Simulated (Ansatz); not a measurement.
`N[Si](F)Cl` radical, relaxed with UKS PBE0-D4/def2-TZVP in Ansatz from a PBE-D4/def2-SVP geometry. The force threshold is 0.005 eV/Å; the program also tests the step.

Charge 0, multiplicity 2.

Start:

```xyz
6

N     0.041   -0.428    0.799
Si   -0.216    0.046   -0.856
F    -1.477    1.098   -0.820
Cl    1.527    1.026   -1.474
H     0.888   -0.959    1.023
H    -0.762   -0.783    1.328
```

(1) How much energy does the relaxation release, and in how many steps? (An estimate is asked.)

(2) Which bonds change most? (Estimate.)

(3) Give the relaxed structure. (Estimate.)

Answers

(1) The calculation gave: 0.07 eV, in 7 steps, 1 of them rejected.

(2) The calculation gave: Si2–F3 from 1.643 to 1.597 Å; Si2–Cl4 from 2.093 to 2.056 Å; N1–Si2 from 1.740 to 1.704 Å; N1–H5 from 1.025 to 1.008 Å.

(3) The calculation gave: 
```xyz
6

N     0.030   -0.453    0.769
Si   -0.214    0.056   -0.839
F    -1.439    1.081   -0.808
Cl    1.497    1.014   -1.458
H     0.881   -0.931    1.019
H    -0.755   -0.767    1.318
```
